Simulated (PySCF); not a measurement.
Species: CdMeEt, C3H8Cd (singlet state).
Bonds: Cd1–C2, Cd1–C6, C6–C7. Hydrogens: H3, H4, H5 on C2; H8, H9 on C6; H10, H11, H12 on C7.

Level of theory: PySCF, PBE0-D3(BJ)/def2-SVP geometry optimisation, gas phase, def2 core potentials past Kr.

**Question.** How far are the bound atoms from Cd1?

**Answer.** 2 atoms: C2 2.118 Å, C6 2.132 Å. The nearest atom not counted as bound is H8, at 2.68 Å (others tie with it).

**Question.** What is the shape at Cd1?

**Answer.** Linear: angle 179.7°. The Cd–C distances aren't all alike: 2.118 to 2.132 Å.

**Question.** What are the other bond lengths?

**Answer.** C2–H3, C2–H4, C2–H5 1.101 Å; C6–C7 1.527 Å; C6–H8, C6–H9 1.104 Å; C7–H10, C7–H11, C7–H12 1.103 Å.

**Question.** Give some angles away from the centre.

**Answer.** Cd1–C6–C7 115.7°.

**Question.** What are the rotational constants (commonest isotopes, rigid rotor)?

**Answer.** A = 20810, B = 1884, C = 1785 MHz: a near-prolate asymmetric top.

Point group: Cs (tolerance 0.08 Å). Charge 0, singlet. Whether it is a minimum is left open (no frequencies).
